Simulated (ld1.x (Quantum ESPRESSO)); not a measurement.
## What one change does to a pseudopotential (P (Z = 15), TM)

* Element: phosphorus
* Generator: ld1.x (Quantum ESPRESSO) 7.5
* Type: norm-conserving Troullier–Martins (Kleinman–Bylander form)
* Functional: PBE
* Relativity: scalar-relativistic
* Frozen core: [Ne]
* Valence charge: 5
* Reference configuration: 3s2 3p2 (charge +1)
* Partial waves: 3s (bound): rc 1.65 bohr; 3p (bound): rc 2.00 bohr
* Local potential: all-electron potential smoothed inside 1.35 bohr (lloc = -1)
* Core correction: none

Change: all radii scaled by about 1.14 (s 1.88, p 2.28 bohr); local potential all-electron potential smoothed inside 1.54 bohr (lloc = -1).

Cutoffs: the cutoffs (Ry, on a coarse ladder) from which the occupation-weighted sum of valence levels, in a spherical-Bessel basis at the reference potential, stays within 10 and 1 mRy of its value at 400 Ry; they do not see the model core or the augmentation charge, which bear on the density cutoff. Errors are all-electron minus pseudo energies relative to the spin-unpolarised reference configuration.

Q: How do hardness, ghosts and transferability respond?

A: The potential gets softer (21 Ry and 50 Ry → 18 Ry and 40 Ry); of the 7 tests that both files solve, the error grows in 4 and shrinks in 0 by more than 15 % and 0.3 meV (median size 4.9 → 7.4 meV); neither file shows a bound ghost. A larger radius leaves more room for a smooth pseudo-wave, so fewer plane waves are needed. More of the atom is replaced by a form fitted at one configuration, so other configurations suffer.

| quantity | base | changed |
| --- | --- | --- |
| cutoff, loose | 21 Ry | 18 Ry |
| cutoff, tight | 50 Ry | 40 Ry |
| loose cutoff by channel (10 mRy a level) | s 18 Ry, p 8 Ry | s 15 Ry, p 8 Ry |
| bound ghosts | none | none |
| error for 3s2 3p3, meV [ΔE -9.73 eV] | +3.6 | +4.4 |
| error for 3s2 3p1, meV [ΔE 19.15 eV] | +7.8 | +9.5 |
| error for 3s2 3p0, meV [ΔE 48.89 eV] | +55 | +61 |
| error for 3s2 3p2.5, meV [ΔE -5.95 eV] | +1.4 | +1.6 |
| error for 3s1 3p4, meV [ΔE -1.20 eV] | +1.8 | +7.4 |
| error for 3s1 3p0, meV [ΔE 100.89 eV] | +217 | +198 |
| error for 3s2 3p3.3, meV [ΔE -11.04 eV] | +4.9 | +6.0 |
